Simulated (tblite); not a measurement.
Compound: bis(dimethylamino)methane, C5H14N2.
SMILES with atom numbers: `[CH3:1][N:2]([CH3:3])[CH2:4][N:5]([CH3:6])[CH3:7]` (hydrogens: H8, H9, H10 on C1; H11, H12, H13 on C3; H14, H15 on C4; H16, H17, H18 on C6; H19, H20, H21 on C7)

Computed with GFN2-xTB (tblite), gas phase: Langevin dynamics at 200 K from the optimised GFN2-xTB geometry, time step 0.5 fs, friction 0.01 fs⁻¹, 2000 steps. The instantaneous temperature is 2·E(kin)/(3Nk) with all 3N coordinates.

| t (fs) | T (K) | E(pot) above start (eV) | C1–N2 (Å) | N2–C3 (Å) | N2–C4 (Å) | C4–N5 (Å) | N5–C6 (Å) | C1–H8 (Å) | C1–N2–C4–N5 (°) |
| --- | --- | --- | --- | --- | --- | --- | --- | --- | --- |
| 0 | 157 | 0.000 | 1.449 | 1.446 | 1.448 | 1.448 | 1.446 | 1.087 | 64 |
| 50 | 131 | 0.377 | 1.490 | 1.461 | 1.506 | 1.425 | 1.425 | 1.072 | 74 |
| 100 | 163 | 0.420 | 1.411 | 1.450 | 1.449 | 1.480 | 1.473 | 1.107 | 66 |
| 150 | 272 | 0.393 | 1.437 | 1.424 | 1.476 | 1.423 | 1.447 | 1.077 | 79 |
| 200 | 177 | 0.662 | 1.432 | 1.515 | 1.451 | 1.413 | 1.465 | 1.090 | 70 |
| 250 | 200 | 0.522 | 1.496 | 1.429 | 1.452 | 1.487 | 1.470 | 1.074 | 67 |
| 300 | 192 | 0.634 | 1.504 | 1.423 | 1.434 | 1.432 | 1.440 | 1.109 | 52 |
| 350 | 176 | 0.601 | 1.460 | 1.406 | 1.452 | 1.444 | 1.417 | 1.076 | 53 |
| 400 | 182 | 0.556 | 1.447 | 1.460 | 1.508 | 1.462 | 1.449 | 1.089 | 53 |
| 450 | 187 | 0.465 | 1.411 | 1.452 | 1.445 | 1.459 | 1.439 | 1.099 | 56 |
| 500 | 200 | 0.418 | 1.467 | 1.425 | 1.445 | 1.409 | 1.446 | 1.078 | 62 |
| 550 | 152 | 0.549 | 1.495 | 1.407 | 1.465 | 1.442 | 1.438 | 1.068 | 56 |
| 600 | 237 | 0.561 | 1.458 | 1.444 | 1.472 | 1.459 | 1.472 | 1.099 | 69 |
| 650 | 203 | 0.402 | 1.468 | 1.444 | 1.470 | 1.462 | 1.421 | 1.066 | 73 |
| 700 | 176 | 0.411 | 1.452 | 1.433 | 1.426 | 1.451 | 1.447 | 1.103 | 61 |
| 750 | 154 | 0.481 | 1.487 | 1.456 | 1.471 | 1.453 | 1.472 | 1.079 | 72 |
| 800 | 176 | 0.382 | 1.473 | 1.432 | 1.438 | 1.427 | 1.429 | 1.109 | 60 |
| 850 | 179 | 0.383 | 1.402 | 1.456 | 1.433 | 1.470 | 1.488 | 1.085 | 65 |
| 900 | 193 | 0.409 | 1.476 | 1.433 | 1.471 | 1.456 | 1.429 | 1.090 | 67 |
| 950 | 152 | 0.461 | 1.426 | 1.469 | 1.431 | 1.426 | 1.401 | 1.100 | 60 |
| 1000 | 140 | 0.700 | 1.421 | 1.414 | 1.436 | 1.501 | 1.453 | 1.080 | 67 |

Question: From 500 fs on, how do temperature and potential energy compare with equipartition?

Answer: The mean temperature of these 11 frames is 178 K against the target 200 K, and the mean potential energy 0.47 eV against 57 × kT/2 = 0.49 eV for 57 classical harmonic modes. For 21 atoms in a canonical ensemble the temperature itself scatters by T·√(2/(3N)) = 36 K; here its standard deviation is 27 K. The whole run lasts only 10 friction times of 100 fs, so these averages carry a wide statistical error.

Question: What are the kinetic and total energies of the listed frame with the highest potential energy?

Answer: The one at 1000 fs, 0.700 eV above the start. Its kinetic energy is 3NkT/2 = 0.379 eV at 140 K, so the sum is 1.08 eV; over the listed frames the sum runs from 0.43 to 1.20 eV, since the thermostat adds and removes energy.

Question: How much do the listed bonds fluctuate from 500 fs on?

Answer: 
```csv
bond,at the start (Å),mean (Å),standard deviation (Å)
C1–N2,1.449,1.457,0.028
N2–C3,1.446,1.437,0.018
N2–C4,1.448,1.451,0.018
C4–N5,1.448,1.451,0.023
N5–C6,1.446,1.445,0.024
C1–H8,1.087,1.087,0.014
```

The motion is classical and holds no zero-point motion.

The cost below is that of the whole dynamics run. On one thread, AMD EPYC (x86_64), shared host with 64 logical CPUs at a one-minute load of 60, this took 49 s wall, 39 s CPU and 0.19 GiB of memory at its peak.
